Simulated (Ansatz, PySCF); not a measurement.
This singlet lies 2.37 eV below the relaxed triplet at the level frozen-core CCSD(T)/cc-pVTZ // B3LYP-D3(BJ)/def2-TZVP (Ansatz, a program for electronic structure).

B3LYP has the VWN-RPA correlation part, as in Gaussian. 

## CFGeN, SMILES `N#[C][Ge][F]` (lower singlet) (charge 0, multiplicity 1)

Computed with PySCF with B3LYP-D3(BJ)/def2-TZVP.

| Item | Value |
|---|---|
| HOMO | -8.68 eV |
| dipole moment | 3.81 D |
| HOMO–LUMO gap | 4.70 eV |
| LUMO | -3.98 eV |
| total energy | -61765.66 eV |
| cost | roughly 30 core-seconds |

```xyz
4

N     -1.9128    -0.2337    -0.3441
C     -0.8423     0.0474    -0.0101
Ge     0.8997     0.7976     0.6631
F      1.8554    -0.6113     0.2302
```
